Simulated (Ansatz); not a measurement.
AlFGeH4, SMILES `[F][GeH2][AlH2]`, one more setting.

```yaml
crystal:
  periodic: [false, false, false]
  atoms:
    - {symbol: F, position_ang: [-2.229174, 0.085229, 0.223533]}
    - {symbol: Ge, position_ang: [-0.744055, -0.302557, -0.633193]}
    - {symbol: Al, position_ang: [1.179826, 0.371083, 0.802720]}
    - {symbol: H, position_ang: [-0.856087, -1.814147, -0.935461]}
    - {symbol: H, position_ang: [-0.868363, 0.445699, -1.979881]}
    - {symbol: H, position_ang: [2.647673, 0.124503, 0.252787]}
    - {symbol: H, position_ang: [0.931479, 1.022090, 2.223794]}
basis:
  gaussian: {orbitals: def2-TZVPPP}
hamiltonian: {xc: {name: HSE06}, dispersion: d3bjatm}
accuracy: high
output: {forces: true}
```

```sh
$ ansatz run in.yaml --threads 2 --pin off --events-out ev --progress --plain --max-ram 4352MiB
```

It prints (some lines left out):

```
Error: <dir> can't be read: No such file or directory (os error 2)
```
